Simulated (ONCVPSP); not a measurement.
# Transferability test, ONCV potential for Ar

Ar, optimised norm-conserving Vanderbilt (ONCV), made with ONCVPSP 4.0.1 (PBE, scalar-relativistic). Core [He], reference 2s2 2p6 3s2 3p5 (charge +1). Waves: 2s+3s: rc 0.70 bohr, ncon 4, nbas 8, qcut 18.1 1/bohr, 2 projectors; 2p+3p: rc 0.60 bohr, ncon 4, nbas 7, qcut 22.9 1/bohr, 2 projectors. Local part: polynomial inside 0.55 bohr (lpopt 5, dvloc0 0 Ha). Core correction: Teter function, fcfact 5.25, rcfact 1.05.

Energies are relative to the spin-unpolarised reference configuration 2s2 2p6 3s2 3p5; without spin polarisation the order of configurations can differ from experiment.

```
valence configuration  charge  ΔE all-electron (eV)  error AE − PS (meV)
      2s2 2p6 3s2 3p6       0               -16.057                 -0.7
      2s2 2p6 3s2 3p4      +2                28.659                 +1.9
      2s1 2p6 3s2 3p6      +1               298.632                 -571
```

(1) What are ΔE and the potential's error for 2s2 2p6 3s2 3p3?

Levels in the configuration 2s2 2p6 3s2 3p4:

```csv
level,all-electron (eV),pseudo (eV)
2s,-327.013,-327.014
2p,-260.008,-259.974
3s,-50.552,-50.550
3p,-35.423,-35.417
```

Answers

(1) ΔE = 71.243 eV all-electron; the error (AE − PS) is +6.9 meV.
